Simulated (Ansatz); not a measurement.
`C=C[SiH2]O[SiH3]` → `C=C` + `[SiH]O[SiH3]` at 700 K and 1 bar (silylene formation by 1,1-elimination).

Computed with Ansatz on PBE0-D4/def2-TZVP structures; ΔE is electronic, products minus reactants. CCSD(T)/CBS adds triple-zeta CCSD(T) − MP2 to the extrapolated MP2 energy (def2 sets, frozen cores). This one scheme is used for every species. One conformer a species, not always the lowest.

```tsv
species	CCSD(T)/CBS energy (Eh)	H − E (kJ/mol)	S (J/(mol·K))
`C=C[SiH2]O[SiH3]`	-734.31143	328.9	527.4
`C=C`	-78.48111	168.9	268.4
`[SiH]O[SiH3]`	-655.75389	152.2	389.3
```

H − E and S are ideal-gas, rigid-rotor, harmonic terms from PBE0-D4/def2-TZVP, for one conformer and one mirror image of each species. 1 Eh = 2625.50 kJ/mol, R = 8.31446 J/(mol·K).

Task: By hand: ΔE, ΔH, ΔS and ΔG.

Result: ΔE = (-78.48111) + (-655.75389) − (-734.31143) = 0.07643 Eh = 200.7 kJ/mol. Δ(H − E) = 168.9 + 152.2 − 328.9 = -7.8, so ΔH = 192.9 kJ/mol. ΔS = 268.4 + 389.3 − 527.4 = 130.3 J/(mol·K). ΔG = 192.9 − 700 × (130.3)/1000 = 101.7 kJ/mol.

Task: By hand: the equilibrium constant, and the temperature at which ΔG would vanish if ΔH and ΔS stayed fixed.

Result: log₁₀ K = −ΔG/(RT ln 10) = -7.6. ΔG = 0 at ΔH/ΔS = 1480 K.

The number of gas molecules changes by +1, which sets the sign of ΔS. A doubt of 5 kJ/mol in ΔE shifts log₁₀ K by 0.4 here. Other conformers and mirror images would add mixing entropy, several J/(mol·K) or more a flexible species. Modes under 60 cm⁻¹, often nearly free rotors, make the harmonic entropy too high. These are equilibria of isolated gas molecules and say nothing of rates. Largest T1 diagnostic: 0.014 (customary marks: 0.02 for closed shells, 0.045 for open ones).
